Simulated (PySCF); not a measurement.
From a computed spectrum to the compound

A species of 6 atoms with charge -1 has these harmonic modes (PBE, small Gaussian bases with core potentials, PySCF 2.14.0):

```csv
cm⁻¹,km/mol,symmetry
53,2.7,e
53,2.7,e
127,7.2,e
127,7.2,e
156,2.6,a1
228,15.2,e
228,15.2,e
264,52.4,a1
342,6.0,a1
352,76.1,e
352,76.1,e
913,178.9,a1
```

Q: Which species is it, and in which structure?

A: [TaOCl4]− (singlet):
```xyz
6

Ta    0.0000    0.0000    0.2199
O     0.0000    0.0000    1.9774
Cl    0.0000    0.0000   -2.3153
Cl    2.3639    0.0000    0.0911
Cl   -1.1819    2.0472    0.0911
Cl   -1.1820   -2.0472    0.0911
```
Ideal gas at 298.15 K and 1 bar: S = 412.9 J/(mol K), Cp = 118.0 J/(mol K), H − H(0 K) = 26.5 kJ/mol (rigid rotor, harmonic modes, spin degeneracy alone; the modes under 60 cm⁻¹ make these uncertain). 
 The answer isn't unique; the calculation gave this one.
